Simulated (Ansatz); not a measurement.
A structure relaxed at PBE0-D4/def2-TZVP in Ansatz, charge 0, singlet:

```csv
atom,x (Å),y (Å),z (Å)
As1,0.0119,-0.0084,-0.0232
As2,-0.9186,0.7559,1.6914
S3,0.9067,-0.7474,-1.6682
```

(1) Give its formula and point group.

(2) Summarise the bond lengths by kind (pairs closer than 1.2 times the sum of covalent radii, bridged metal pairs left out).

## Answers

(1) As₂S. Point group C∞v (tolerance 0.1 Å).

(2) 1 × As–As 2.10 Å; 1 × As–S 2.01 Å.

The restricted singlet is unstable towards broken spin symmetry in Hartree–Fock (as tested in another run); at PBE0-D4/def2-TZVP this wasn't settled. Another isomer (triplet) lies 0.75 eV lower at PBE0-D4/def2-TZVP; other spin states weren't run for this one.
